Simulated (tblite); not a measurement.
Compound: C₁₁H₆FN.
Numbering: `[N:1]#[C:2][c:3]1[cH:4][cH:5][c:6]([F:7])[c:8]2[cH:9][cH:10][cH:11][cH:12][c:13]12` (hydrogens: H14 on C4; H15 on C5; H16 on C9; H17 on C10; H18 on C11; H19 on C12)

The geometry is computed with GFN2-xTB (gas phase).

Task: List the bond lengths and angles at this level.

Result: 
| bond | length (pm) | order |
| --- | --- | --- |
| N1≡C2 | 114.7 | triple |
| C2–C3 | 141.3 | single |
| C3–C4 | 137.9 | aromatic |
| C4–C5 | 139.7 | aromatic |
| C5–C6 | 136.8 | aromatic |
| C6–F7 | 134.7 | single |
| C6–C8 | 141.3 | aromatic |
| C8–C9 | 141.0 | aromatic |
| C9–C10 | 136.7 | aromatic |
| C10–C11 | 140.3 | aromatic |
| C11–C12 | 136.8 | aromatic |
| C12–C13 | 140.8 | aromatic |
| C3–C13 | 142.4 | aromatic |
| C8–C13 | 141.9 | aromatic |
| C4–H14 | 108.0 | single |
| C5–H15 | 107.8 | single |
| C9–H16 | 108.0 | single |
| C10–H17 | 107.9 | single |
| C11–H18 | 107.9 | single |
| C12–H19 | 108.0 | single |

Orders are formal, as drawn. A selection of angles:
| angle | degrees |
| --- | --- |
| N1–C2–C3 | 179.3 |
| C2–C3–C4 | 119.3 |
| C2–C3–C13 | 119.7 |
| C4–C3–C13 | 120.9 |
| C3–C4–C5 | 120.4 |
| C4–C5–C6 | 119.2 |
| C5–C6–F7 | 119.0 |
| C5–C6–C8 | 122.9 |
| F7–C6–C8 | 118.1 |
| C6–C8–C9 | 122.7 |
| C6–C8–C13 | 117.8 |
| C9–C8–C13 | 119.5 |
| C8–C9–C10 | 120.2 |
| C9–C10–C11 | 120.4 |
| C10–C11–C12 | 120.6 |
| C11–C12–C13 | 120.5 |
| C3–C13–C12 | 122.5 |
| C3–C13–C8 | 118.8 |
| C8–C13–C12 | 118.8 |

The 6-membered ring C8–C9–C10–C11–C12–C13 has internal angles of 118.8° to 120.6° (sum 720°, against 720° for a flat polygon); it is planar, 0.00 Å rms from its mean plane, widest ring torsion 0°. The 13 heavy atoms lie in one plane (0.000 Å rms). The C–C distances run from 1.367 Å (C9–C10, aromatic) to 1.424 Å (C3–C13, aromatic), a spread of 0.057 Å. The 6-membered ring C3–C4–C5–C6–C8–C13 has internal angles of 117.8° to 122.9°; it is planar, 0.00 Å rms from its mean plane, widest ring torsion 0°. Of the pairs four or more bonds apart, C2···H19 is among the closest relative to their van der Waals radii: 2.53 Å, 87 % of the sum of Bondi's values.

Point group: Cs (tolerance 0.08 Å). Its GFN2-xTB frequencies are all real (lowest 84 cm⁻¹).
